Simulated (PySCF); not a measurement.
# Badger's rule along the fourth-period p block: bonds to H

PBE0 in PySCF with def2-TZVPPD on every atom, for the lowest determinant that a PBE0 search found; no spin–orbit coupling. Badger's rule says that Re = d + c·k^(−1/3) for bonds between atoms of fixed rows.

```
molecule  state (unpaired electrons)  Re (Å)  k (mdyn/Å)
     HBr      singlet (closed shell)   1.420        4.19
     AsH              triplet (π ↑↑)   1.531           ?
     GeH               doublet (π ↑)   1.601           ?
     GaH      singlet (closed shell)   1.681        1.48
```

Problem. Fix c and d from HBr and GaH.

Solution. c = (1.681 − 1.42)/(1.48^(−1/3) − 4.19^(−1/3)) = 1.015, d = 1.42 − c·4.19^(−1/3) = 0.791 Å.

Problem. Predict k of the others and set the computed values beside them.

Solution. 

| molecule | k by the rule | k computed | difference (%) |
| --- | --- | --- | --- |
| AsH | 2.57 | 2.77 | -7 |
| GeH | 1.96 | 2.11 | -7 |

The rule misses by 7 % on average, well for two fitted constants.

States were picked by a PBE0 search and need not be the measured ground states.
